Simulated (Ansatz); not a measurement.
Consider the ligand exchange at the In–N bond: `CC(C)[NH][In]([Cl])[Cl]` + silanol → `[SiH3][O][In]([Cl])[Cl]` + `CC(C)N`.

Computed with Ansatz on PBE0-D4/def2-TZVP structures; ΔE is electronic, products minus reactants. CBS: MP2 limit from def2 TZ/QZ plus the TZ coupled-cluster correction, frozen cores. DFT in def2-TZVPP. B3LYP here is the variant with VWN-RPA as its local correlation; programs differ in this. Elements past krypton have def2 core potentials. For In outer-core shells are correlated without core-valence functions, which leaves a few kJ/mol of doubt a bond. One conformer a species, not always the lowest.

Is it downhill or uphill in electronic energy at CCSD(T)/CBS, and by how much? (Estimate.)

The calculation gave: Downhill: ΔE = -19.2 kJ/mol.

What do these levels give: LDA (SPW92), BLYP-D4, B97M-V, ωB97M-V, PBE-QIDH, B3LYP, BHLYP, CCSD/def2-SVP, MP2/def2-TZVPP, CCSD(T)/def2-TZVPP, HF/def2-QZVPP, MP2/def2-QZVPP? (An estimate is asked.)

Computed: LDA (SPW92) -6.1, BLYP-D4 -16.2, B97M-V -25.9, ωB97M-V -21.1, PBE-QIDH -21.5, B3LYP -27.6, BHLYP -32.4, CCSD/def2-SVP -30.7, MP2/def2-TZVPP -14.4, CCSD(T)/def2-TZVPP -18.8, HF/def2-QZVPP -46.8, MP2/def2-QZVPP -15.2 kJ/mol.

Largest T1 diagnostic among the species: 0.014.

From PBE to PBE0 (25 % exact exchange), in def2-TZVPP and without D4, ΔE moves by −3.5 kJ/mol. The D4 term adds +8.1 kJ/mol with B3LYP and +4.7 kJ/mol with PBE0; it sums over pairs of atoms, weighted by their polarisabilities, and B3LYP, whose exchange is more repulsive, gets the larger term.
